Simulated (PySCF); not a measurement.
Ga(H)2(OEt) (C₂H₇GaO), SMILES CC[O][GaH2].

Geometry optimised at TPSSh-D3(BJ)/def2-SVP. The values are those of a single conformer.

Two levels are set side by side: PBE/def2-TZVP (PySCF) and HF/def2-TZVP (PySCF). Same geometry, gas phase. Differences are taken from unrounded values.

| quantity | PBE |
|---|---|
| orbital gap (eV) | 4.42 |
| highest occupied level (eV) | -6.33 |
| lowest empty level (eV) | -1.91 |
| dipole moment (D) | 1.11 |
| mean polarisability (bohr³) | 61.0 |

Q: These are the PBE values. What does HF give? (Estimate from the structure and the level; the computed values follow.)

A: 
| quantity | HF | PBE minus HF |
|---|---|---|
| orbital gap (eV) | 12.85 | -8.43 |
| highest occupied level (eV) | -11.32 | 4.99 |
| lowest empty level (eV) | 1.53 | -3.44 |
| dipole moment (D) | 1.35 | -0.24 |
| mean polarisability (bohr³) | 52.1 | 8.8 |

PBE's occupied levels lie high since its potential decays too fast outside the molecule; exact exchange lowers them and widens the gap. PBE's more diffuse valence density responds more strongly to a field. Differences between two approximate levels are no errors against the true value.

Rough cost on one machine, each run with all the roots and properties that it gave: HF against PBE about 1/4.
